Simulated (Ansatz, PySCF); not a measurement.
Ge(H)2(Me)(vinyl) (C₃H₈Ge), SMILES C=[CH][GeH2][CH3].

Coordinates come from a PBE0-D3(BJ)/def2-SVP optimisation. This is a generated structure with no PubChem entry under its InChIKey; it may be hypothetical. The values are those of a single conformer.

Vertical ionisation energy (IE) and electron affinity (EA) in eV. Rows of orbital energies are one-electron estimates. Where ΔSCF, EOM or ADC give a negative EA the extra electron is unbound and the value depends on the basis.

```csv
level,IE,EA
"−ε(HOMO), −ε(LUMO), HF/def2-TZVP (PySCF)",10.19,-3.52
"−ε(HOMO), −ε(LUMO), PBE/def2-TZVP (PySCF)",6.66,1.24
"ΔSCF, PBE0/def2-SVPD (Ansatz), final states of multiplicity 2 and 2",9.85,-1.52
"ΔSCF, PBE/def2-SVPD (Ansatz), final states of multiplicity 2 and 2",9.68,-1.32
```

**Question.** What vertical singlet–triplet gap does ΔSCF give with PBE0/def2-SVPD (Ansatz, a first-principles code) and with PBE/def2-SVPD (Ansatz)? (The exact figures need the calculation; the answer reports its results.)

**Answer.** 4.19 and 4.36 eV (triplet above singlet where positive).
